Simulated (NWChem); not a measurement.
Species: C₄H₅N; SMILES C1=CCN=C1

```xyz
10

C      0.7284     0.9756     0.0000
C     -0.6190     1.0150     0.0000
C     -1.0924    -0.4004     0.0000
N      0.0801    -1.2414     0.0000
C      1.0895    -0.4453     0.0000
H      1.4228     1.8166     0.0000
H     -1.2591     1.8985     0.0000
H     -1.7216    -0.6375     0.8784
H     -1.7216    -0.6375    -0.8784
H      2.1165    -0.8298     0.0000
```
Atoms are numbered in this order, from 1.

Results from NWChem. All runs use the structure optimised with PBE0/def2-SVP. Level: M06-2X/def2-SVP with COSMO at NWChem's default radii, gas-phase geometry; rows give the dielectric constant.

```
dielectric constant  electrostatic solvation energy (kcal/mol)  dipole in solution (D)
-------------------  -----------------------------------------  ----------------------
2.0                                                       -2.5                    2.36
2.4                                                       -3.0                    2.42
11.7                                                      -4.9                    2.68
20.7                                                      -5.2                    2.72
37.5                                                      -5.3                    2.74
```
